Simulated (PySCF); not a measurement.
AlBrH₂.
SMILES: `[Br][AlH2]`

Computed with PySCF, PBE0-D3(BJ)/def2-SVP geometry optimisation, gas phase.

Masses are those of the commonest isotopes; rigid-rotor values at the optimised geometry. 

(1) Give the principal moments of inertia and the rotational constants in GHz.

(2) Classify the top.

(3) What does the inertial defect say?

(4) Where do the levels up to J = 3 lie, in MHz?

(5) Which lines would a microwave search look for?

(6) Estimate the classical rotational partition function at 100 K.

Results:

(1) Ia = 3.95, Ib = 114.08, Ic = 118.03 u·Å²; 505379 MHz·u·Å²/I gives 127865, 4430 and 4282 MHz, that is A = 127.86, B = 4.4300, C = 4.2816 GHz.

(2) A near-prolate asymmetric top; Ray's κ = -0.998.

(3) Planar: Δ = Ic − Ia − Ib = 0.00 u·Å². For a rigid frame Δ = −2 Σ m c², so it vanishes when all atoms lie in the ab plane; here none is more than 0.01 Å from it.

(4) Above 0(0,0):
J = 1: 1(0,1) 8712, 1(1,1) 132146, 1(1,0) 132295
J = 2: 2(0,2) 26135, 2(1,2) 149421, 2(1,1) 149866, 2(2,1) 520170, 2(2,0) 520171
J = 3: 3(0,3) 52269, 3(1,3) 175333, 3(1,2) 176223, 3(2,2) 546305, 3(2,1) 546306, 3(3,1) 1163850, 3(3,0) 1163850
The levels of one J sum to (2J + 1)J(J + 1)(A + B + C)/3.

(5) The dipole components are |μa| = 1.21 D, |μb| = 0.00 D, |μc| = 0.00 D; the symmetry axis of this C2v structure is a, so μb and μc vanish by symmetry and there are no b-type or c-type lines. Some lines, for components of 0.1 D or more:

| type | branch | J(Ka,Kc) | MHz | lower level (cm⁻¹) |
| --- | --- | --- | --- | --- |
| a | Q | 3(1,2) ← 3(1,3) | 890 | 5.848 |
| a | R | 1(0,1) ← 0(0,0) | 8712 | 0.000 |
| a | R | 2(0,2) ← 1(0,1) | 17423 | 0.291 |
| a | R | 2(1,1) ← 1(1,0) | 17572 | 4.413 |
| a | R | 3(1,3) ← 2(1,2) | 25912 | 4.984 |
| a | R | 3(0,3) ← 2(0,2) | 26134 | 0.872 |
| a | R | 3(2,2) ← 2(2,1) | 26135 | 17.351 |
| a | R | 3(2,1) ← 2(2,0) | 26135 | 17.351 |
| a | R | 3(1,2) ← 2(1,1) | 26357 | 4.999 |
| a | R | 4(1,4) ← 3(1,3) | 34549 | 5.848 |
| a | R | 4(0,4) ← 3(0,3) | 34845 | 1.744 |
| a | R | 4(2,3) ← 3(2,2) | 34846 | 18.223 |
| a | R | 4(3,2) ← 3(3,1) | 34847 | 38.822 |
| a | R | 4(3,1) ← 3(3,0) | 34847 | 38.822 |
| a | R | 4(2,2) ← 3(2,1) | 34848 | 18.223 |
| a | R | 4(1,3) ← 3(1,2) | 35143 | 5.878 |

(6) Point group C2v, symmetry number σ = 2; q = (√π/σ)·√((kT/h)³/(ABC)), k/h = 20836.6 MHz/K: 1710 at 100 K.

PBE0-D3(BJ)/def2-SVP frequencies: not computed here. No vibrational averaging or centrifugal distortion is included, and the geometry carries the error of its method. Quadrupole hyperfine structure (27Al, 79Br) is left out.

Time: 4.3 s wall; peak memory 0.29 GiB. Hardware: one thread of an Intel Xeon 6975P-C, on a shared host. That covers the optimisation of the geometry.
